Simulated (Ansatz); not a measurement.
C4H3F3 (`F/C=C\C=C(F)F`). The species carries charge 0 and has multiplicity 1. The geometry is a stationary point of PBE0-D4/def2-TZVP. It is one conformer, not always the lowest.

```xyz
10

F    -1.074    1.169    1.950
C     0.061    0.480    1.790
C     0.404   -0.050    0.623
C    -0.387    0.053   -0.579
C    -0.023   -0.485   -1.733
F     1.081   -1.168   -1.936
F    -0.718   -0.411   -2.843
H     0.641    0.414    2.701
H     1.342   -0.590    0.592
H    -1.326    0.588   -0.565
```

Problem. What is the dipole moment at r2SCAN/def2-TZVPP? (Best estimate.)

Solution. The calculation gave: 1.01 D, with components (0.74, -0.23, 0.65) D in this frame, pointing from negative to positive charge.

Problem. And with PBE, B3LYP, ωB97M-V? (An estimate is asked.)

Solution. Computed: PBE 0.96 D, B3LYP 1.13 D, ωB97M-V 1.13 D.

Problem. Give the Mulliken charges with r2SCAN, B3LYP, PBE in def2-TZVPP. (Estimate.)

Solution. Computed: 
| atom | r2SCAN | B3LYP | PBE |
| --- | --- | --- | --- |
| F1 | -0.20 | -0.20 | -0.16 |
| C2 | 0.12 | 0.10 | 0.07 |
| C3 | -0.13 | -0.13 | -0.12 |
| C4 | -0.19 | -0.21 | -0.20 |
| C5 | 0.42 | 0.42 | 0.35 |
| F6 | -0.16 | -0.17 | -0.12 |
| F7 | -0.16 | -0.16 | -0.12 |
| H8 | 0.10 | 0.11 | 0.10 |
| H9 | 0.09 | 0.12 | 0.10 |
| H10 | 0.11 | 0.13 | 0.11 |

B3LYP here is the variant with VWN-RPA as its local correlation; programs differ in this.
